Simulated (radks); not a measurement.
Values are calculated unless marked as measured or tabulated.
Removal energies from the phosphorus ion P2+, [Ne] 3s2 3p1, by Delta-SCF beside the eigenvalue of the level emptied. Level of theory: scalar-relativistic Kohn-Sham, r2SCAN, spin-polarised, spherical densities, finite nucleus; meta-GGA in the generalised Kohn-Sham scheme; Fermi nuclear charge, rms radius of each element as measured or else 0.836 A^(1/3) + 0.57 fm (a radial shooting solver on a logarithmic mesh with Libxc functionals). Open shells are filled with parallel spins first.

| removed from | final configuration | Delta-SCF (eV) | -eigenvalue (eV) |
|---|---|---|---|
| 3p | [Ne] 3s2 | 29.964 | 24.927 |
| 3s | [Ne] 3s1 3p1 | 37.899 | 33.309 |
| 2p | [He] 2s2 2p5 3s2 3p1 | 167.75 | 150.39 |
| 2s | [He] 2s1 2p6 3s2 3p1 | 217.91 | 201.90 |
